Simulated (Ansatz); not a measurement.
Cost and result for the atomization energy of C₃H₅Ga, SMILES `C=[C]1[CH2][GaH]1` (9 atoms, 9 bonds).

```xyz
9

C    -1.055   -0.118    1.235
C    -0.427   -0.079    0.066
C     0.928   -0.574   -0.373
Ga    0.245    1.019   -1.334
H    -0.694   -0.741    2.054
H    -1.957    0.456    1.419
H     0.884   -1.418   -1.068
H     1.723   -0.702    0.362
H     0.354    2.157   -2.361
```

Total charge 0; spin multiplicity 1. Correlated methods include outer-core shells of Ga, which these sets cover unevenly. Scalar relativity is left out up to krypton. Geometry: relaxed with PBE0-D4/def2-TZVP. Program: Ansatz. All runs use 2 threads of an Arm Neoverse V1 on a shared host. Times are those of one run each, without the atoms' runs, and a repeat can differ threefold. Electronic energies, without spin–orbit coupling; frozen cores. CCSD(T)/CBS adds CCSD(T) − MP2 in def2-TZVPP to the MP2 limit, and its time is that of the two runs behind it. T1 = 0.014; the RHF reference is unstable towards UHF. With those shells the extrapolation isn't a true limit. B3LYP takes the VWN-RPA correlation (the form of Gaussian; ORCA's B3LYP/G).

CCSD(T)/CBS is a level of theory with its own doubt, some kJ/mol a heavy atom from the limit and from the frozen cores, so smaller differences don't rank the functionals.

| level | functions | wall time | atomization (kJ/mol) | difference from CCSD(T)/CBS | per bond |
| --- | --- | --- | --- | --- | --- |
| LDA (SPW92)/def2-TZVPP | 211 | 1.9 s | 3745.6 | 505.2 | 56.1 |
| BLYP-D4/def2-TZVPP | 211 | 3.1 s | 3225.6 | -14.8 | -1.6 |
| PBE-D4/def2-TZVPP (with forces) | 211 | 3.9 s | 3332.0 | 91.6 | 10.2 |
| PBE0-D4/def2-TZVPP | 211 | 4.3 s | 3271.1 | 30.7 | 3.4 |
| B3LYP-D4/def2-TZVPP (with forces) | 211 | 7 s | 3229.8 | -10.6 | -1.2 |
| r2SCANh-D4/def2-TZVPP | 211 | 8 s | 3244.4 | 4.0 | 0.4 |
| CCSD(T)/def2-SVP | 99 | 8 s | 3095.5 | -144.9 | -16.1 |
| B2PLYP/def2-TZVPP | 211 | 8.5 s | 3206.3 | -34.1 | -3.8 |
| PBE-QIDH/def2-TZVPP | 211 | 8.5 s | 3246.9 | 6.5 | 0.7 |
| B97M-V/def2-TZVPP | 211 | 16 s | 3260.8 | 20.4 | 2.3 |
| MP2/def2-QZVPP | 410 | 45 s | 3270.1 | 29.7 | 3.3 |
| CCSD(T)/def2-TZVPP | 211 | 2.4 min | 3171.4 | -69.0 | -7.7 |
| CCSD(T)/CBS(def2) | – | 3.1 min | 3240.4 | 0.0 | 0.0 |

Leaving LDA and LC-ωPBE aside and taking each functional with its dispersion term where it has one, the values, not all of them listed here, spread over 200.1 kJ/mol, from BHLYP-D4 to PBE-D4. LDA lies +431.0 kJ/mol from PBE without D4, its usual overbinding. The D4 term adds +28.4 kJ/mol with B3LYP and +14.7 kJ/mol with PBE0; it sums over pairs of atoms, weighted by their polarisabilities, and B3LYP, whose exchange is more repulsive, gets the larger term. At CCSD(T), def2-SVP lies −144.9 kJ/mol from the extrapolated value and def2-TZVPP −69.0 kJ/mol: correlation converges slowly with the basis, and small sets miss more of it in the bonded molecule than in its fragments.
